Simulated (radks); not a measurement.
Question: All-electron atom: the dysprosium ion Dy59+ in [He] 2s2 2p3. Method: scalar-relativistic Kohn-Sham, r2SCAN, spin-polarised, spherical densities, finite nucleus; open shells are filled with parallel spins first (spin-orbit coupling, left out, can overturn this in heavy ions); meta-GGA in the generalised Kohn-Sham scheme; Fermi nuclear charge, rms radius 5.2218 fm; computed with a radial shooting solver on a logarithmic mesh with Libxc functionals. Some entries of the table are withheld. Estimate them.

orbital,occ.,eigenvalue (Ry),<r^2> (bohr^2)
1s up,1,-4373.155,0.0006067
1s down,1,-4368.171,0.0006050
2s up,1,(1),0.008855
2s down,1,(2),0.008916
2p up,3,-967.9762,0.007020
2p down,0,-958.4956,0.007092

Answer: 
(1) 2s up eigenvalue (Ry): -1034.137
(2) 2s down eigenvalue (Ry): -1026.527
